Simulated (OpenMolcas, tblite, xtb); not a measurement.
**CH6BNO2 (SMILES COB(N)O): methods side by side**

The species is CH6BNO2 (11 atoms), meant as a singlet with charge 0. SMILES: `COB(N)O`. Geometry: relaxed at PBE0-D4/def2-TZVP. This is one conformer, not always the lowest.

```jsonl
{"atom": "C", "x (Å)": "0.7135", "y (Å)": "0.8516", "z (Å)": "1.1297"}
{"atom": "O", "x (Å)": "-0.4467", "y (Å)": "0.1025", "z (Å)": "0.8785"}
{"atom": "B", "x (Å)": "-0.6440", "y (Å)": "-0.5067", "z (Å)": "-0.3384"}
{"atom": "N", "x (Å)": "0.2758", "y (Å)": "-0.4319", "z (Å)": "-1.4037"}
{"atom": "O", "x (Å)": "-1.8010", "y (Å)": "-1.2231", "z (Å)": "-0.5148"}
{"atom": "H", "x (Å)": "0.8013", "y (Å)": "1.7018", "z (Å)": "0.4431"}
{"atom": "H", "x (Å)": "0.6544", "y (Å)": "1.2386", "z (Å)": "2.1476"}
{"atom": "H", "x (Å)": "1.6169", "y (Å)": "0.2360", "z (Å)": "1.0476"}
{"atom": "H", "x (Å)": "1.1441", "y (Å)": "0.0663", "z (Å)": "-1.3669"}
{"atom": "H", "x (Å)": "0.0952", "y (Å)": "-0.8909", "z (Å)": "-2.2775"}
{"atom": "H", "x (Å)": "-2.3441", "y (Å)": "-1.2011", "z (Å)": "0.2754"}
```

Each level gives the dipole moment (D). The values are calculated.

```csv
level,kind,program,value (D),CPU time
GFN0-xTB,semi-empirical,xtb,1.42,under 2 s
GFN1-xTB,semi-empirical,xtb,2.39,under 2 s
IPEA1-xTB,semi-empirical,tblite,2.43,under 2 s
HF/6-31G* (spherical functions),Hartree–Fock,OpenMolcas,2.11,5.2 s
SVWN5/6-31G* (spherical functions),LDA,OpenMolcas,1.80,19 s
BLYP/6-31G* (spherical functions),GGA,OpenMolcas,1.72,28 s
M06-L/6-31G* (spherical functions),meta-GGA,OpenMolcas,1.75,38 s
B3LYP/6-31G* (spherical functions),global hybrid,OpenMolcas,1.84,30 s
```

The values span 1.42 to 2.43 D. Magnitudes only. Times are those of the runs behind each value, whatever else they computed, on shared processors of several kinds: orders of magnitude only.
